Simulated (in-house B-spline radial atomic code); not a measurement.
Configurations of Eu⁺, with energies counted from [Xe] 4f7 6s1. Computed with a B-spline radial code for spherical atoms: scalar-relativistic (X2C) BHandHLYP, spin-polarised, spherical fractional occupations, exact exchange averaged over the configuration, Fermi nucleus of rms radius 5.1115 fm. Shells without spins written out take the highest spin.

Occupations are held fixed; configurations that lie above the ionisation limit could autoionise.

```json
{"configuration": "[Xe] 4f6 6s2", "E - E(ref) (eV)": "4.2667", "highest orbital": "6s down", "its <r> (bohr)": "3.68"}
{"configuration": "[Xe] 4f7 7p1", "E - E(ref) (eV)": "6.9413", "highest orbital": "7p up", "its <r> (bohr)": "9.518"}
{"configuration": "[Xe] 4f6 6s1 6d1", "E - E(ref) (eV)": "11.76", "highest orbital": "6d up", "its <r> (bohr)": "7.049"}
{"configuration": "[Xe] 4f6 6s1 7d1", "E - E(ref) (eV)": "13.708", "highest orbital": "7d up", "its <r> (bohr)": "12.72"}
{"configuration": "[Kr] 4d10 4f8 5s2 5p5 6s1", "E - E(ref) (eV)": "25.566", "highest orbital": "4f down", "its <r> (bohr)": "1.124"}
{"configuration": "[Kr] 4d9 4f8 5s2 5p6 6s1", "E - E(ref) (eV)": "133.5", "highest orbital": "4f down", "its <r> (bohr)": "1.012"}
```

(1) Order these further configurations by energy, lowest first.
A. [Kr] 4d9 4f7 5s2 5p6 6s1 7f1
B. [Xe] 4f7 6p1
C. [Kr] 4d9 4f7 5s2 5p6 6s1 7d1
D. [Kr] 4d10 4f7 5s2 5p5 5d1 6s1
E. [Kr] 4d9 4f7 5s2 5p6 5d1 6s1

(2) How far above the reference does [Kr] 4d9 4f7 5s2 5p6 6s1 6d1 lie?

Answers

(1) B (3.1719 eV), D (20.743 eV), E (131.53 eV), C (141.53 eV), A (142.8 eV).

(2) 139.58 eV; its least bound orbital is 6d up with <r> = 7.024 bohr.
